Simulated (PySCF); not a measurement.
silacyclobutane (C3H8Si), SMILES C1C[SiH2]C1. Geometry optimised at PBE-D3(BJ)/def2-SVP.

### Question
Give the equilibrium geometry at PBE-D3(BJ)/def2-SVP (PySCF confirms it by a frequency run) as a Z-matrix, and its point group. (An estimate is asked for; the answer gives what the named calculation found.)

### Answer
point group Cs.
```
C
H 1 1.1106
H 1 1.1117 2 106.71
C 1 1.5624 2 109.66 3 125.02
H 4 1.1068 1 116.74 2 -31.39
H 4 1.1102 5 108.36 1 126.48
C 1 1.5624 2 109.66 3 -125.02
H 7 1.1068 1 116.74 2 31.39
H 7 1.1102 8 108.36 1 -126.48
Si 7 1.9105 8 121.82 9 -129.88
H 10 1.5073 7 113.34 8 -27.66
H 10 1.5086 11 108.46 7 -136.62
```
